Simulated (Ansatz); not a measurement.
Cartesian coordinates in Å:
```
O -0.1527 -0.3069 1.8393
B -0.0649 -0.0196 0.5251
Si 1.5461 -0.6450 -0.5388
C -1.2313 0.8037 -0.1841
F -0.8349 1.4233 -1.3305
Cl -2.4421 -0.4586 -0.5831
H -0.9464 0.0147 2.2813
H 2.4441 0.5193 -0.7804
H 1.1306 -1.1883 -1.8590
H 2.3098 -1.6841 0.2012
H -1.7583 1.5415 0.4290
```

The species carries charge 0 and has multiplicity 1.

Problem. List the PBE/def2-TZVPP orbital energies in eV (Ansatz). (Estimate.)

Solution. Computed: Occupied: -2739.45, -1779.18, -660.55, -511.62, -272.37, -249.99, -190.76, -190.49, -190.47, -178.14, -136.99, -93.72, -93.72, -93.70, -30.83, -26.52, -21.63, -16.90, -14.91, -13.35, -13.14, -12.63, -12.14, -10.12, -9.80, -9.12, -8.84, -8.31, -8.27, -7.99, -7.74, -6.74. Lowest empty: -2.37, -0.77, -0.39, 0.21, 0.58, 0.84, 1.15, 1.41.
